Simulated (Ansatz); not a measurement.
## Abstraction of H: C3H8O + SnH2F → C3H7O + SnH3F

Gas-phase species: C3H8O (methoxyethane) `CCOC`, singlet; SnH2F `[F][SnH2]`, doublet; C3H7O `[CH2]COC`, doublet; SnH3F `[F][SnH3]`, singlet. A radical takes H: the energy is the difference in strength between the C–H bond broken and the Sn–H bond made.

Shapes, held fixed at every level: PBE0-D4/def2-TZVP. Flexible molecules stand in one conformer, not always the lowest. Programs: Ansatz 0.2.0. The zero-point and thermal change to 298 K, harmonic and unscaled (PBE0-D4/def2-TZVP), is -17.1 kJ/mol.

```
              level                    kind  ΔH(298 K) (kJ/mol)  less CCSD(T)/def2-TZVPP
     MP2/def2-TZVPP     perturbation theory              +116.1                     +9.4
   SPW92/def2-TZVPP                     LDA              +127.7                    +21.0
B3LYP-D4/def2-TZVPP           global hybrid              +112.8                     +6.1
 wB97M-V/def2-TZVPP  range-separated hybrid              +114.3                     +7.6
 wB97X-V/def2-TZVPP  range-separated hybrid              +106.6                     -0.1
   CCSD(T)/def2-SVP   coupled cluster or CI              +112.7                     +6.0
 CCSD(T)/def2-TZVPP   coupled cluster or CI              +106.7                      0.0
```

The highest level, CCSD(T)/def2-TZVPP, gives ΔH(298 K) = +106.7 kJ/mol; the levels span +106.6 to +127.7. The column of differences is taken from that level and isn't an error. No measured value is set beside it here. Open shells run unrestricted. For atoms past krypton def2 sets carry core potentials with scalar relativity. Outer-core shells of Sn are correlated, in sets that cover them unevenly.
